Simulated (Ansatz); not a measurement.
Reaction (formal exchange of groups at a Ga–S bond): `[CH3][Ga]([NH2])[SH]` + `C=CF` → `[CH3][GaH][NH2]` + `C=C(F)S`

Isolated molecules relaxed with PBE0-D4/def2-TZVP in Ansatz; ΔE leaves out vibrations. CBS: MP2 limit from def2 TZ/QZ plus the TZ coupled-cluster correction, frozen cores. Functionals use def2-TZVPP. HSE06 is defined as in plane-wave codes. For Ga outer-core shells are correlated without core-valence functions, which leaves a few kJ/mol of doubt a bond. Scalar relativity is left out up to krypton. Each species was taken in one conformer, which may not be the lowest.

Task: Is it downhill or uphill in electronic energy at CCSD(T)/CBS, and by how much? (An estimate is asked.)

Result: The calculation gave: Uphill: ΔE = +34.6 kcal/mol.

Task: What do these levels give: PBE0-D4, r2SCAN, PBE0, r2SCAN0, HSE06, RPA@PBE/def2-TZVPP, HF/def2-SVP, CCSD/def2-TZVPP, CCSD(T)/def2-TZVPP, MP2/def2-QZVPP, MP2/CBS(def2), CCSD/CBS(def2)? (An estimate is asked.)

Result: Computed: PBE0-D4 33.1, r2SCAN 32.4, PBE0 32.9, r2SCAN0 33.8, HSE06 32.9, RPA@PBE/def2-TZVPP 33.1, HF/def2-SVP 38.2, CCSD/def2-TZVPP 35.1, CCSD(T)/def2-TZVPP 34.5, MP2/def2-QZVPP 34.7, MP2/CBS(def2) 34.8, CCSD/CBS(def2) 35.1 kcal/mol.

Largest T1 diagnostic among the species: 0.013.

From PBE to PBE0 (25 % exact exchange), in def2-TZVPP and without D4, ΔE moves by +1.8 kcal/mol. Leaving LDA and LC-ωPBE aside and taking each functional with its dispersion term where it has one, the values, not all of them listed here, spread over 4.7 kcal/mol, from revPBE-D4 to BHLYP-D4. LDA lies −2.1 kcal/mol from PBE without D4.
